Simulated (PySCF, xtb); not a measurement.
Be(Me)(OSiH3) (CH6BeOSi), SMILES [CH3][Be][O][SiH3].

GFN2-xTB (xtb 6.7.1) at its own geometry gives an orbital gap of 5.80 eV and a dipole moment of 0.22 D.

Geometry optimised at PBE0-D3(BJ)/def2-SVP. Other conformers were not sampled.

**Question.** What does PySCF with HF/def2-TZVPD give? (Estimate from the structure and the level; the computed values follow.)

**Answer.** gap 13.12 eV (levels -11.96 and 1.16 eV), dipole 0.31 D.
